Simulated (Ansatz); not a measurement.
Geometry optimisation, RKS BLYP/STO-3G in Ansatz.

The input (input.yaml):

```yaml
crystal:
  periodic: [false, false, false]
  atoms:
    - { symbol: C, position_ang: [-0.7314, -1.2906, 1.4092] }
    - { symbol: Si, position_ang: [0.1961, 0.1306, 0.6227] }
    - { symbol: C, position_ang: [1.9188, -0.4052, 0.2929] }
    - { symbol: C, position_ang: [-0.5401, 0.739, -0.9612] }
    - { symbol: C, position_ang: [-1.1316, 1.0924, -1.9905] }
    - { symbol: S, position_ang: [-1.8646, 1.636, -3.4041] }
    - { symbol: H, position_ang: [-0.2936, -1.5696, 2.3393] }
    - { symbol: H, position_ang: [-0.7961, -2.0942, 0.7235] }
    - { symbol: H, position_ang: [-1.7983, -0.9071, 1.6601] }
    - { symbol: H, position_ang: [0.2373, 1.2676, 1.6066] }
    - { symbol: H, position_ang: [2.64679, 0.19166, 0.80992] }
    - { symbol: H, position_ang: [2.17578, -0.33954, -0.81785] }
    - { symbol: H, position_ang: [2.04016, -1.46428, 0.58523] }
    - { symbol: H, position_ang: [-2.1313, 2.8976, -3.015] }
basis:
  gaussian: { orbitals: STO-3G }
hamiltonian:
  xc: blyp
relax:
  f_tol: 0.015
  max_steps: 40
output:
  orbitals: {}
```

Launched with:

```bash
$ ansatz run input.yaml --threads 1 --pin off --max-ram 2048MiB --backend cpu --events-out ev --progress --plain --runs-dir out
```

Where does it end, and by what steps?

The run converged. The force dipped under the threshold on the way, but the program's further checks kept it going. Limits of this set-up: minimal basis. After 13 steps the energy has fallen by 0.473 eV; H13 moved furthest, 1.01 Å.

```
step  energy less start (eV)  largest force component (eV/Å)  accepted
   0                  0.0000                           2.941       yes
   1                 -0.3837                           0.840       yes
   2                 -0.4184                           0.186       yes
   3                 -0.4282                           0.450       yes
   4                 -0.4412                           0.057       yes
   5                 -0.4431                           0.300       yes
   6                 -0.4590                           0.160       yes
   7                 -0.4682                           0.015       yes
   8                 -0.4432                           0.729        no
   9                 -0.4701                           0.113       yes
  10                 -0.4713                           0.114       yes
  11                 -0.4726                           0.039       yes
  12                 -0.4730                           0.016       yes
  13                 -0.4732                           0.015       yes
```

```xyz
14
Properties=species:S:1:pos:R:3
C -0.817 -1.326 1.317
Si 0.199 0.125 0.646
C 1.980 -0.417 0.296
C -0.571 0.784 -0.879
C -1.093 1.234 -1.895
S -1.803 1.757 -3.392
H -0.375 -1.715 2.253
H -0.860 -2.159 0.592
H -1.856 -1.019 1.538
H 0.209 1.198 1.635
H 2.588 0.428 -0.078
H 2.018 -1.220 -0.463
H 2.462 -0.798 1.215
H -2.153 3.011 -2.923
```

The run took 51 s on 1 CPU thread of a shared host.
